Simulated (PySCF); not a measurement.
**Electronic structure of Xe (xenon, neutral) at the PBE0 level**

Configuration: [Kr] 4d10 5s1 5p6 6s1, high-spin 3S determinant (an excited configuration). Calculation: PySCF 2.14, in aug-cc-pwCVTZ-DK3 with one added diffuse shell each of s, p, d, f type (11s10p8d5f1g, 125 functions); scalar relativity by spin-free X2C-1e.

| Quantity | Value |
| --- | --- |
| Total energy | -7445.08 hartree |
| One-electron energy | -10184.24 hartree |
| Hartree (Coulomb) energy | 2927.44 hartree |
| Exchange-correlation energy | -188.28 hartree |
| ⟨S²⟩ | 2.0014 |
| ⟨L²⟩ | 0.000 |
| Sum of ⟨r⟩ | 41.54 bohr |
| Sum of ⟨r²⟩ | 89.00 bohr² |
| Langevin diamagnetic susceptibility | -70.5 ×10⁻⁶ cm³/mol |

```tsv
shell	electrons	mean orbital energy (hartree)	rms radius, mean of both spins (bohr)
1s α	1	-1264.59582	0.0306
1s β	1	-1264.59156	0.0306
2s α	1	-198.00189	0.124
2s β	1	-197.99863	0.124
2p α	3	-177.79964	0.111
2p β	3	-177.79752	0.111
3s α	1	-41.10714	0.327
3s β	1	-41.10186	0.327
3p α	3	-34.52064	0.327
3p β	3	-34.51720	0.327
3d α	5	-24.68004	0.305
3d β	5	-24.67754	0.305
4s α	1	-7.79029	0.762
4s β	1	-7.77890	0.762
4p α	3	-5.67522	0.815
4p β	3	-5.66755	0.815
4d α	5	-2.54881	0.944
4d β	5	-2.53885	0.944
5s α	1	-1.01186	1.93
5p α	3	-0.52782	2.34
5p β	3	-0.48072	2.34
6s α	1	-0.09632	6.04
```

The outer electron is Rydberg-like, and this basis confines it to a smaller radius and binds it less than a complete one would.

Densities and radii are taken from the X2C orbitals without a picture-change correction, which distorts them close to the nucleus.
